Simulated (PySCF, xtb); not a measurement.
C2H4ClFOSi, SMILES C(C=O)[Si@H](Cl)F.

xtb with GFN2-xTB at its own geometry gives an orbital gap of 3.89 eV and a dipole moment of 1.35 D.

Geometry optimised at PBE0-D3(BJ)/def2-SVP. The structure was generated by enumeration; whether it is a known compound was not checked. Other conformers were not sampled.

**Question.** What does M06-2X/def2-TZVP (PySCF) give? (An estimate is asked for; the answer gives what the named calculation found.)

**Answer.** gap 9.26 eV (levels -9.46 and -0.20 eV), dipole 1.37 D.
